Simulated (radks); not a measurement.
The numbers below are computed, except where a source is named.
Task: Tm2+, configuration [Xe] 4f13. Code: a radial shooting solver on a logarithmic mesh with Libxc functionals. Model: scalar-relativistic Kohn-Sham, SCAN, spin-unpolarised, spherical densities, finite nucleus; meta-GGA in the generalised Kohn-Sham scheme; Fermi nuclear charge, rms radius 5.2256 fm. Some entries of the table are withheld. Estimate them.

| orbital | occ. | eigenvalue (eV) | r(max) (bohr) | <r> (bohr) |
|---|---|---|---|---|
| 1s | 2 | -59371.93 | 0.01261 | 0.02001 |
| 2s | 2 | -10053.09 | 0.07182 | 0.08483 |
| 2p | 6 | -8874.036 | 0.05855 | 0.07541 |
| 3s | 2 | -2280.994 | 0.2029 | 0.2206 |
| 3p | 6 | -1921.506 | 0.2000 | 0.2201 |
| 3d | 10 | -1477.567 | 0.1635 | 0.2000 |
| 4s | 2 | -465.5162 | 0.4647 | 0.4977 |
| 4p | 6 | -346.8587 | 0.4858 | 0.5282 |
| 4d | 10 | -188.8944 | (1) | (2) |
| 5s | 2 | -68.8648 | 1.086 | 1.228 |
| 5p | 6 | (3) | 1.254 | (4) |
| 4f | 13 | (5) | 0.4966 | 0.7970 |

Result: 
(1) 4d r(max) (bohr): 0.5014
(2) 4d <r> (bohr): 0.5719
(3) 5p eigenvalue (eV): -41.8317
(4) 5p <r> (bohr): 1.461
(5) 4f eigenvalue (eV): -17.5390
